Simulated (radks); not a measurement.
Ho+, 66 electrons, occupied as [Xe] 4f11 6s1 (the NIST ground configuration).

All-electron calculation, non-relativistic Kohn-Sham, PBE, spin-polarised, spherical densities, point nucleus; open shells are filled with parallel spins first (spin-orbit coupling, left out, can overturn this in heavy ions); relativity is left out, which matters for an element this heavy. Program: a radial shooting solver on a logarithmic mesh with Libxc functionals.

Energy parts (eV):
total: -328401.09
kinetic: 328306.83
electron-nucleus: -780386.99
Hartree: 130725.63
exchange-correlation: -7046.56

Orbitals (lengths in bohr, moments of r in powers of bohr; r(max) is where P^2 peaks; r(90%) holds 90 % of the orbital's charge):
| orbital | occ. | eigenvalue (eV) | <1/r> | r(90%) | <r> | r(max) |
|---|---|---|---|---|---|---|
| 1s up | 1 | -51806.70 | 66.46 | 0.0402 | 0.02263 | 0.01501 |
| 1s down | 1 | -51806.69 | 66.46 | 0.0402 | 0.02263 | 0.01501 |
| 2s up | 1 | -8331.199 | 15.49 | 0.147 | 0.09610 | 0.08207 |
| 2s down | 1 | -8331.144 | 15.49 | 0.147 | 0.09610 | 0.08207 |
| 2p up | 3 | -7946.000 | 15.52 | 0.132 | 0.08143 | 0.06383 |
| 2p down | 3 | -7945.967 | 15.52 | 0.132 | 0.08143 | 0.06383 |
| 3s up | 1 | -1852.782 | 5.881 | 0.360 | 0.2468 | 0.2275 |
| 3s down | 1 | -1851.242 | 5.884 | 0.360 | 0.2467 | 0.2275 |
| 3p up | 3 | -1679.051 | 5.824 | 0.353 | 0.2366 | 0.2151 |
| 3p down | 3 | -1677.652 | 5.827 | 0.352 | 0.2365 | 0.2151 |
| 3d up | 5 | -1355.325 | 5.731 | 0.324 | 0.2091 | 0.1710 |
| 3d down | 5 | -1354.324 | 5.734 | 0.324 | 0.2090 | 0.1710 |
| 4s up | 1 | -361.7233 | 2.511 | 0.798 | 0.5558 | 0.5172 |
| 4s down | 1 | -359.0558 | 2.510 | 0.798 | 0.5560 | 0.5172 |
| 4p up | 3 | -292.4592 | 2.416 | 0.825 | 0.5677 | 0.5210 |
| 4p down | 3 | -289.8018 | 2.415 | 0.825 | 0.5679 | 0.5210 |
| 4d up | 5 | -168.2057 | 2.208 | 0.898 | 0.5980 | 0.5246 |
| 4d down | 5 | -165.5675 | 2.206 | 0.899 | 0.5986 | 0.5247 |
| 4f up | 7 | -14.4411 | 1.664 | 1.37 | 0.7964 | 0.5141 |
| 4f down | 4 | -12.0732 | 1.643 | 1.42 | 0.8152 | 0.5155 |
| 5s up | 1 | -49.6601 | 0.9495 | 1.99 | 1.377 | 1.222 |
| 5s down | 1 | -48.5310 | 0.9418 | 2.00 | 1.386 | 1.229 |
| 5p up | 3 | -31.4929 | 0.8300 | 2.31 | 1.563 | 1.341 |
| 5p down | 3 | -30.5653 | 0.8228 | 2.32 | 1.573 | 1.350 |
| 6s up | 1 | -8.6699 | 0.3198 | 5.64 | 3.896 | 3.442 |
| 6s down | 0 | -7.6302 | 0.3282 | 5.50 | 3.809 | 3.389 |

The highest occupied level is 6s up at -8.670 eV. The density falls to 0.001 e/bohr^3 at r = 4.49 bohr. For comparison, the ionisation energy in NIST's Atomic Spectra Database is 11.78 eV (semi-empirical). In exact Kohn-Sham theory the highest level is minus the ionisation energy, but local and semilocal functionals leave it too shallow, through self-interaction and a potential that decays too fast; potentials with the right tail come closer. Spin moment in Bohr magnetons: 4. The electron density at the nucleus is 2.145e+05 e/bohr^3.
